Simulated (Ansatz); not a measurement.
Bond stretch in SMILES [SiH2]1[SiH2][SiH2][SiH2][SiH2][SiH2]1 (H12Si6). The Si1–H18 bond (Si1 also carries H, Si, Si; H18 carries nothing else) is varied alone, starting from the PBE0/def2-SVP optimised geometry.

Method: unrestricted PBE0/def2-SVP in Ansatz (a first-principles code).

Task: Relative to R = 1.50 Å, what are the energies at R = 1.22, 1.31, 2.00, 2.18 Å?

Result: 24.1 kcal/mol at 1.22 Å, 9.5 kcal/mol at 1.31 Å, 26.5 kcal/mol at 2.00 Å, 40.0 kcal/mol at 2.18 Å.

The unrestricted determinant behind UKS-PBE0 is spin-contaminated at 2.79 to 4.36 Å (<S²> up to 1.0, against 0.00 for a pure singlet).
